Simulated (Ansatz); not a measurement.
`[AlH2][Se][SiH3]` + `CN[SiH3]` → `CN([SiH3])[SiH3]` + `[AlH2][SeH]` at 500 K and 1 bar (ligand exchange at the Si–Se bond).

Calculated with Ansatz (gas phase, PBE0-D4/def2-TZVP geometries, no zero-point term in ΔE). CCSD(T)/CBS adds triple-zeta CCSD(T) − MP2 to the extrapolated MP2 energy (def2 sets, frozen cores). For Se outer-core shells are correlated without core-valence functions, which leaves a few kJ/mol of doubt a bond. Scalar relativity is left out up to krypton.

```csv
species,CCSD(T)/CBS energy (Eh),H − E (kJ/mol),S (J/(mol·K))
`[AlH2][Se][SiH3]`,-2934.85173,147.2,401.9
`CN[SiH3]`,-386.04948,244.7,351.8
`CN([SiH3])[SiH3]`,-676.35037,299.0,427.5
`[AlH2][SeH]`,-2644.54675,84.4,318.1
```

H − E and S are ideal-gas, rigid-rotor, harmonic terms from PBE0-D4/def2-TZVP, for one conformer and one mirror image of each species. 1 Eh = 2625.50 kJ/mol, R = 8.31446 J/(mol·K).

Task: By hand: ΔE, ΔH, ΔS and ΔG.

Result: ΔE = (-676.35037) + (-2644.54675) − (-2934.85173) − (-386.04948) = 0.00409 Eh = 10.7 kJ/mol. Δ(H − E) = 299.0 + 84.4 − 147.2 − 244.7 = -8.5, so ΔH = 2.2 kJ/mol. ΔS = 427.5 + 318.1 − 401.9 − 351.8 = -8.1 J/(mol·K). ΔG = 2.2 − 500 × (-8.1)/1000 = 6.2 kJ/mol.

Task: By hand: the equilibrium constant, and the temperature at which ΔG would vanish if ΔH and ΔS stayed fixed.

Result: log₁₀ K = −ΔG/(RT ln 10) = -0.6. ΔH and −TΔS have one sign here, so there is no such temperature.

TΔS isn't small against ΔH here. A doubt of 5 kJ/mol in ΔE shifts log₁₀ K by 0.5 here. Other conformers and mirror images would add mixing entropy, several J/(mol·K) or more a flexible species. These are equilibria of isolated gas molecules and say nothing of rates. Largest T1 diagnostic: 0.011 (customary marks: 0.02 for closed shells, 0.045 for open ones).

ΔS is within the doubt of such terms, so its sign, and with it that verdict, could turn.
